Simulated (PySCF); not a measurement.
BrGaH2O2, SMILES [OH][Ga]([OH])[Br].

Coordinates come from a PBE0-D3(BJ)/def2-SVP optimisation. The structure was generated by enumeration; whether it is a known compound was not checked. Other conformers were not sampled.

Two levels are set side by side: TDA-PBE/def2-SVPD (PySCF) and TDA-M06-2X/def2-SVPD (PySCF). Vertical, same geometry. The lowest singlet is HOMO→LUMO 97 % with PBE and HOMO→LUMO 88 % with the other functional; states are paired by order. Differences are taken from unrounded values.

```csv
quantity,TDA-M06-2X
lowest singlet excitation (eV),6.33
lowest triplet excitation (TDA) (eV),5.97
first bright state (f over 0.05) (eV),7.71
its oscillator strength,0.13
```

### Question
What does TDA-PBE give, and how far is it from TDA-M06-2X? (The exact figures need the calculation; the answer reports its results.)

### Answer

```tsv
quantity	TDA-PBE	TDA-PBE minus TDA-M06-2X
lowest singlet excitation (eV)	5.19	-1.14
lowest triplet excitation (TDA) (eV)	4.85	-1.12
first bright state (f over 0.05) (eV)	6.20	-1.51
its oscillator strength	0.07	-0.06
```

A lower first singlet is the usual sign of a functional without exact exchange. Differences between two approximate levels are no errors against the true value.

Rough cost on one machine, each run with all the roots and properties that it gave: TDA-M06-2X against TDA-PBE about 9 times.
